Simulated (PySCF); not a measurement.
# Electron correlation in Cl²⁺ (chlorine, charge +2)

[Ne] 3s2 3p3, high-spin 4S determinant. All numbers are calculated (PySCF 2.14, the spin-free X2C one-electron Hamiltonian (Gaussian nucleus), in x2c-TZVPPall with one added diffuse shell each of s, p, d type (6s6p4d1f, 51 functions)). Frozen: [Ne]; 5 electrons correlated.

| level | correlation energy (mhartree) |
| --- | --- |
| CCSD | -116.78 |
| (T) | -3.33 |
| CCSD(T) | -120.11 |

Diagnostics: T1 = 0.0028, D1 = 0.0073, largest double amplitude 0.054.

Cost of the coupled-cluster step: roughly 1.4 core-seconds, for 5 correlated electrons.

Iterations:

```
CC2 = 0
CCSD nocc = (np.int64(4), np.int64(1)), nmo = (46, 46)
frozen orbitals [[0, 1, 2, 3, 4], [0, 1, 2, 3, 4]]
max_cycle = 100
direct = 0
conv_tol = 1e-08
conv_tol_normt = 1e-06
diis_space = 8
diis_start_cycle = 0
Init t2, MP2 energy = -0.0959925373139738
Init E_corr(UCCSD) = -0.0959925373243841
cycle = 1  E_corr(UCCSD) = -0.112133075929574  dE = -0.0161405386  norm(t1,t2) = 0.0382252
cycle = 2  E_corr(UCCSD) = -0.115485037522014  dE = -0.00335196159  norm(t1,t2) = 0.0108473
cycle = 3  E_corr(UCCSD) = -0.11680685025258  dE = -0.00132181273  norm(t1,t2) = 0.00381301
cycle = 4  E_corr(UCCSD) = -0.116784786326823  dE = 2.20639258e-05  norm(t1,t2) = 0.000480246
cycle = 5  E_corr(UCCSD) = -0.116784214383461  dE = 5.71943362e-07  norm(t1,t2) = 3.46398e-05
cycle = 6  E_corr(UCCSD) = -0.11678389587586  dE = 3.185076e-07  norm(t1,t2) = 3.25759e-06
cycle = 7  E_corr(UCCSD) = -0.116784001812634  dE = -1.05936773e-07  norm(t1,t2) = 5.54536e-07
cycle = 8  E_corr(UCCSD) = -0.116783969090782  dE = 3.27218516e-08  norm(t1,t2) = 1.05145e-07
cycle = 9  E_corr(UCCSD) = -0.116783972024733  dE = -2.93395125e-09  norm(t1,t2) = 2.28526e-08
UCCSD converged
E(UCCSD) = -459.743727669549  E_corr = -0.1167839720247335
UCCSD(T) correction = -0.00332790515429757
```
